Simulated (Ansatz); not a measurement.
Coupled-cluster run, CH$_{5}$ClN$_{2}$Si (`N=C(N)[SiH2]Cl`).

```yaml
crystal:
  periodic: [false, false, false]
  atoms:
    - {symbol: N, position_ang: [-1.420694, -0.137425, 0.929830]}
    - {symbol: C, position_ang: [-0.239415, 0.026788, 0.473158]}
    - {symbol: N, position_ang: [0.891689, 0.377711, 1.130474]}
    - {symbol: Si, position_ang: [-0.232343, -0.316522, -1.378645]}
    - {symbol: Cl, position_ang: [1.683024, -0.017825, -2.116113]}
    - {symbol: H, position_ang: [-1.501115, 0.028367, 1.935262]}
    - {symbol: H, position_ang: [1.752430, 0.500499, 0.627551]}
    - {symbol: H, position_ang: [0.879680, 0.585722, 2.114853]}
    - {symbol: H, position_ang: [-1.132285, 0.624978, -2.074540]}
    - {symbol: H, position_ang: [-0.597872, -1.723596, -1.638931]}
basis:
  gaussian: {orbitals: def2-TZVPP}
correlation: {method: ccsd_t}
```

```sh
$ ansatz run in.yaml --threads 4 --pin off --events-out ev --progress --plain --max-ram 10444MiB
```

Log, shortened:

```
Functional definition: HF
1464 factors; integrals over basis functions are off by at most 1.2e-3 eV
mean field evaluation 1: about -24438.1035 eV, gradient 4.0e1 eV
mean field evaluation 2: about -24438.3955 eV, gradient 4.0e1 eV
mean field evaluation 4: about -24442.2667 eV, gradient 4.5e0 eV
mean field evaluation 8: about -24442.3513 eV, gradient 4.6e-1 eV
mean field evaluation 16: about -24442.3530 eV, gradient 2.4e-6 eV
mean field -24442.35299870 eV, -898.2399050801 hartree, gradient 2.4e-6 eV, S^2 0.000000; 0 other end points of the search recorded, 0 dependent functions left out
13 core orbitals not correlated: weight in the atoms' cores, before any rotation towards them, 1.000 or more for the frozen orbitals, at most 0.000 for the correlated occupied ones
reference -24442.35299870 eV, -898.2399050801 hartree; 15, 15 occupied and 219, 219 virtual orbitals, 1464 factors
second order -24.00197086 eV of doubles, -0.00000000 eV of singles
cycle   1  -24.44294287 eV  change   -4.4e-1 eV  update   1.1e-1
cycle   2  -25.04194450 eV  change   -6.0e-1 eV  update   3.3e-2
cycle   3  -25.18239514 eV  change   -1.4e-1 eV  update   1.7e-2
cycle   4  -25.16803538 eV  change    1.4e-2 eV  update   4.4e-3
cycle   5  -25.16703562 eV  change    1.0e-3 eV  update   2.1e-3
cycle   6  -25.16755351 eV  change   -5.2e-4 eV  update   5.8e-4
cycle   7  -25.16727632 eV  change    2.8e-4 eV  update   2.2e-4
cycle   8  -25.16723252 eV  change    4.4e-5 eV  update   6.7e-5
cycle   9  -25.16725234 eV  change   -2.0e-5 eV  update   2.3e-5
perturbative correction -1.11315618 eV, -0.0409077351 hartree
Total energy: -24468.63340722 eV, -899.2056922799 hartree
```

Run time 2.3 min (4 threads of an Arm Neoverse V1 on a shared host); peak host memory 5 GiB.

Correlation energy per correlated electron: -0.876 eV. T1 diagnostic: 0.0128.
